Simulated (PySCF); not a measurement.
FLi, charge -1, doublet, at a GFN2-xTB geometry (such geometries of metal compounds can be far from the true shape) (a state made from the parent by changing its charge; the spin is typed, not shown lowest) (in this run its highest filled SCF level lies above zero, so its values depend strongly on the basis, on diffuse functions most of all); TPSS/def2-TZVP in PySCF.

The PySCF input:
```python
from pyscf import gto, scf, dft

mol = gto.Mole()
mol.atom = '''
    Li   -0.000000   -0.000000   -1.397557
    F     0.000000    0.000000    0.465852
'''
mol.basis = 'def2-tzvp'
mol.charge = -1
mol.spin = 1
mol.verbose = 4
mol.build()

mf = dft.UKS(mol)
mf.xc = 'tpss'
mf.kernel()
mf.analyze()
```

Problem. What does PySCF print? Leave out banner, timings and long lists.

Solution. 
```
PySCF version 2.14.0

[INPUT] verbose = 4
[INPUT] num. atoms = 2
[INPUT] num. electrons = 13
[INPUT] charge = -1
[INPUT] spin (= nelec alpha-beta = 2S) = 1
[INPUT] symmetry False subgroup None
[INPUT] Mole.unit = angstrom
[INPUT] Symbol           X                Y                Z      unit          X                Y                Z       unit  Magmom
[...]
nuclear repulsion = 7.66755161901654
number of shells = 19
number of NR pGTOs = 66
number of NR cGTOs = 45
basis = def2-tzvp
ecp = {}

******** <class 'pyscf.dft.uks.UKS'> ********
method = UKS
initial guess = minao
damping factor = 0
level_shift factor = 0
DIIS = <class 'pyscf.scf.diis.CDIIS'>
diis_start_cycle = 1
diis_space = 8
diis_damp = 0
SCF conv_tol = 1e-09
SCF conv_tol_grad = None
SCF max_cycles = 50
direct_scf = True
direct_scf_tol = 1e-13
number electrons alpha = 7  beta = 6
XC library pyscf.dft.libxc version 7.1.2
    S. Lehtola, C. Steigemann, M. J. T. Oliveira, and M. A. L. Marques,  SoftwareX 7, 1–5 (2018)
XC functionals = tpss
    J. Tao, J. P. Perdew, V. N. Staroverov, and G. E. Scuseria,  Phys. Rev. Lett. 91, 146401 (2003)
    J. P. Perdew, J. Tao, V. N. Staroverov, and G. E. Scuseria,  J. Chem. Phys. 120, 6898 (2004)
    J. Tao, J. P. Perdew, V. N. Staroverov, and G. E. Scuseria,  Phys. Rev. Lett. 91, 146401 (2003)
    J. P. Perdew, J. Tao, V. N. Staroverov, and G. E. Scuseria,  J. Chem. Phys. 120, 6898 (2004)
radial grids:
    Treutler-Ahlrichs [JCP 102, 346 (1995); DOI:10.1063/1.469408] (M4) radial grids

becke partition: Becke, JCP 88, 2547 (1988); DOI:10.1063/1.454033
pruning grids: <function nwchem_prune>
grids dens level: 3
symmetrized grids: False
atomic radii adjust function: <function treutler_atomic_radii_adjust>
small_rho_cutoff = 0
Set gradient conv threshold to 3.16228e-05
tot grids = 27984
init E= -107.282620477002

cycle= 1 E= -107.322331953765  delta_E= -0.0397  |g|= 0.608  |ddm|= 0.593
cycle= 2 E= -98.5832249590863  delta_E= 8.74  |g|= 2.96  |ddm|= 5.89
cycle= 3 E= -107.463888247945  delta_E= -8.88  |g|= 0.0946  |ddm|= 5.44

cycle= 4 E= -107.46796253603  delta_E= -0.00407  |g|= 0.0869  |ddm|= 0.372

cycle= 5 E= -107.471931739024  delta_E= -0.00397  |g|= 0.0327  |ddm|= 0.0844

cycle= 6 E= -107.472260473127  delta_E= -0.000329  |g|= 0.0105  |ddm|= 0.0222

cycle= 7 E= -107.472299310664  delta_E= -3.88e-05  |g|= 0.00147  |ddm|= 0.0107

cycle= 8 E= -107.47230032581  delta_E= -1.02e-06  |g|= 0.000176  |ddm|= 0.00303

[...]
converged SCF energy = -107.472300343716  <S^2> = 0.75013399  2S+1 = 2.000134
Total Energy =                        -107.472300343716185
[...]
**** MO energy ****
                             alpha | beta                alpha | beta
[...]
To work with the spin densities directly, `use mulliken_meta_spin()` only printing them here.

 ** Mulliken spin pop alpha/beta on meta-lowdin orthogonal AOs **
 ** Mulliken Spin Density (per AO)  **
spin_pop of  0 Li 1s        0.00028
spin_pop of  0 Li 2s        0.76077
spin_pop of  0 Li 3s        0.02422
spin_pop of  0 Li 4s        0.02766
spin_pop of  0 Li 5s        0.00019
spin_pop of  0 Li 2px      -0.00190
spin_pop of  0 Li 2py      -0.00190
spin_pop of  0 Li 2pz       0.14178
spin_pop of  0 Li 3px      -0.00003
spin_pop of  0 Li 3py      -0.00003
spin_pop of  0 Li 3pz      -0.00027
spin_pop of  0 Li 4px      -0.00002
spin_pop of  0 Li 4py      -0.00002
spin_pop of  0 Li 4pz       0.00024
spin_pop of  1 F 1s       -0.00000
spin_pop of  1 F 2s        0.01194
spin_pop of  1 F 3s        0.01316
spin_pop of  1 F 4s        0.00546
spin_pop of  1 F 5s        0.00003
spin_pop of  1 F 2px       0.00198
spin_pop of  1 F 2py       0.00198
spin_pop of  1 F 2pz       0.01000
spin_pop of  1 F 3px      -0.00004
spin_pop of  1 F 3py      -0.00004
spin_pop of  1 F 3pz       0.00439
spin_pop of  1 F 4px      -0.00000
spin_pop of  1 F 4py      -0.00000
spin_pop of  1 F 4pz       0.00010
spin_pop of  1 F 3dxy     -0.00000
spin_pop of  1 F 3dyz     -0.00000
spin_pop of  1 F 3dz^2     0.00003
spin_pop of  1 F 3dxz     -0.00000
spin_pop of  1 F 3dx2-y2    0.00000
spin_pop of  1 F 4dxy      0.00000
spin_pop of  1 F 4dyz     -0.00000
spin_pop of  1 F 4dz^2     0.00001
spin_pop of  1 F 4dxz     -0.00000
spin_pop of  1 F 4dx2-y2    0.00000
spin_pop of  1 F 4f-3     -0.00000
spin_pop of  1 F 4f-2      0.00000
spin_pop of  1 F 4f-1      0.00000
spin_pop of  1 F 4f+0      0.00000
spin_pop of  1 F 4f+1      0.00000
spin_pop of  1 F 4f+2      0.00000
spin_pop of  1 F 4f+3     -0.00000
 ** Mulliken Spin Density (per atom)  **
spin density of  0 Li =      0.95099
spin density of  1 F =      0.04901
 ** Mulliken pop alpha/beta on meta-lowdin orthogonal AOs **
 ** Mulliken pop       alpha | beta **
In total             7.00000 | 6.00000
 ** Mulliken atomic charges   ( Nelec_alpha | Nelec_beta ) **
charge of  0Li =     -0.10352  (     2.02725      1.07627 )
charge of  1F =     -0.89648  (     4.97275      4.92373 )

WARN: System has nonzero charge -1; the dipole moment is origin-dependent.
Location of origin: [0. 0. 0.]

Dipole moment(X, Y, Z, Debye):  0.00000,  0.00000,  4.20771
```
